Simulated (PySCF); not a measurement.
PySCF job for CHO, SMILES C#[O+], charge +1, PBE-D3(BJ)/def2-TZVPD. Coordinates come from a PBE-D3(BJ)/def2-TZVPD optimisation.

```python
import numpy as np
from pyscf import gto, scf, dft, df
from pyscf.hessian import thermo

mol = gto.M(
    atom='''
    C     0.00000000    0.00000000    0.52006756
    O     0.00000000    0.00000000   -0.59314858
    H     0.00000000    0.00000000    1.62478331
    ''',
    basis='def2-TZVPD',
    charge=1,
    spin=0,
    max_memory=1600,
    verbose=3,
)
mf = dft.RKS(mol, xc='pbe').density_fit(auxbasis='def2-universal-jkfit')
mf.disp = 'd3bj'
mf.grids.level = 3
mf.conv_tol = 1e-11
mf.max_cycle = 100
mf.kernel()

# [left out here: the lines that compute and print the analytic Hessian (its translational invariance restored by hand, since the grid's response is missing), thermochemistry and intensities]
```

Log of the run:

```
converged SCF energy = -113.472123674007

WARN: DFTD3 does not support analytical Hessian, using finite difference


WARN: Mole.unit (angstrom) is changed to Bohr

Mode                                 0                   1                   2
Irrep
Freq [cm^-1]                      830.1096            830.1096           2183.7823
Reduced mass [au]                   1.3629              1.3629              3.9612
Force const [Dyne/A]                0.5533              0.5533             11.1299
Char temp [K]                    1194.3429           1194.3429           3141.9765
Normal mode                   x     y     z       x     y     z       x     y     z
       0   C                 0.14  0.01 -0.00   -0.01  0.14  0.00   -0.00  0.00 -0.18
       1   O                -0.05 -0.01  0.00    0.01 -0.05 -0.00    0.00 -0.00  0.16
       2   H                -0.84 -0.09 -0.00    0.09 -0.84  0.00    0.00 -0.00 -0.44
Mode                                 3
Irrep
Freq [cm^-1]                     3139.8252
Reduced mass [au]                   1.2788
Force const [Dyne/A]                7.4278
Char temp [K]                    4517.5093
Normal mode                   x     y     z
       0   C                -0.00  0.00  0.13
       1   O                 0.00 -0.00 -0.04
       2   H                 0.00 -0.00 -0.87
temperature 298.1500 [K]
pressure 101325.00 [Pa]
Rotational constants [GHz] inf 44.13912 44.13912
Symmetry number 1
Zero-point energy (ZPE) 0.01591 [Eh]   41772.560 [J/mol]
                           tot       elec      trans        rot        vib
Entropy [J/mol/K]       201.739      0.000    150.749     49.446      1.544
Cv [J/mol/K]             25.852      0.000     12.472      8.314      5.066
Cp [J/mol/K]             34.166      0.000     20.786      8.314      5.066
Internal energy [J/mol]                      3718.434   2478.956  42141.609
Internal energy [Eh]   -113.45371  -113.47212
Enthalpy [J/mol]                             6197.391   2478.956  42141.609
Enthalpy [Eh]          -113.45277
Gibbs free energy [J/mol]                  -38748.552 -12263.302  41681.383
Gibbs free energy [Eh] -113.47568
mode   freq/cm-1   IR/(km/mol)
   1      830.11        18.178
   2      830.11        18.178
   3     2183.78        96.465
   4     3139.83       212.736
max |gradient| / (hartree/bohr): 1.6229966125375776e-05
APT charges: [0.5662 0.0586 0.3752]
```

The run converged.

Cost: roughly 12 core-seconds.
